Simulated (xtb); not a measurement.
Input for xtb: GFN1-xTB on BiH3O (SMILES [OH][BiH2]), a point of a torsion scan.

```
$ xtb mol.xyz --gfn 1 --sp --chrg 0 --uhf 0
5

O      1.29972831    -0.52900546    -0.07682975
Bi    -0.69693706     0.09454216     0.25460304
H      1.89826601     0.15589789     0.21458594
H     -1.00387067    -1.28114056     1.33257823
H     -0.26312100     1.06722636     1.68467760
```

Question: Predict the final total energy.

Answer: -8.5247 hartree.
